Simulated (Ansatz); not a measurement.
System: PbCl₂, charge 1, multiplicity 2. SMILES of the parent species: [Cl][Pb][Cl]

Atoms: Pb1, Cl2, Cl3. Bonds: Pb1-Cl2, Pb1-Cl3.

Bond lengths (Å) and angles (degrees) optimised at HF/6-31G* with LANL2DZ past Ar with Ansatz (a program for electronic structure); B3LYP/LANL2DZ with Ansatz; MP2/6-31G* with LANL2DZ past Ar with Ansatz, each started from the B3LYP-D3(BJ)/def2-TZVP structure (Ansatz) of the last column. A row stands for all coordinates that are equal there. 6-31G* holds six Cartesian d functions. At HF/6-31G* with LANL2DZ past Ar the structure is a saddle point. No wavenumbers were computed at B3LYP/LANL2DZ, MP2/6-31G* with LANL2DZ past Ar, so these may be saddle points.

```tsv
coordinate	HF/6-31G* with LANL2DZ past Ar	B3LYP/LANL2DZ	MP2/6-31G* with LANL2DZ past Ar	B3LYP-D3(BJ)/def2-TZVP
Pb1-Cl2	2.566	2.614	2.562	2.566
Cl2-Pb1-Cl3	64.1	66.0	63.8	64.1
```

Mean signed difference of all 2 bond lengths from B3LYP-D3(BJ)/def2-TZVP: HF/6-31G* with LANL2DZ past Ar 0.001 Å, B3LYP/LANL2DZ 0.048 Å, MP2/6-31G* with LANL2DZ past Ar -0.004 Å.
